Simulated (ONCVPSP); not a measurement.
**Wu-Cohen ONCV dataset for Pt, scalar-relativistic all-electron reference.**

Pt, optimised norm-conserving Vanderbilt (ONCV), made with ONCVPSP 4.0.1 (Wu-Cohen, scalar-relativistic). Core [Kr] 4d10 4f14, reference 5s2 5p6 5d9 6s0.75 6p0.25. Waves: 5s+6s: rc 1.80 bohr, ncon 4, nbas 7, qcut 6.2 1/bohr, 2 projectors; 5p+6p: rc 1.45 bohr, ncon 4, nbas 7, qcut 7.4 1/bohr, 3 projectors, debl 2.9 Ha; 5d: rc 2.20 bohr, ncon 4, nbas 8, qcut 8.4 1/bohr, 1 projector. Local part: polynomial inside 1.35 bohr (lpopt 5, dvloc0 0 Ha). Core correction: Teter function, fcfact 3, rcfact 1.2.

Problem. Does the generator finish with these settings?

Solution. Yes, a potential is produced and its reference levels are reproduced.

Problem. Estimate the cutoffs (Ha) at which the residual kinetic energy of the hardest occupied pseudo-wave falls to 1 and 0.1 mHa per electron.

Solution. 24 Ha and 56 Ha.

Problem. What does a ghost test show?

Solution. No bound ghost flagged; no localised positive-energy state flagged.

Problem. Which valence shell sets the plane-wave cutoff?

Solution. 5p: 24 Ha for 1 mHa per electron, against 19 Ha for 5d.

Its largest configuration-test error is -5.0 meV (5s2 5p6 5d9 6s0 6p0). 1 of 4 tests not solved or not reliable.
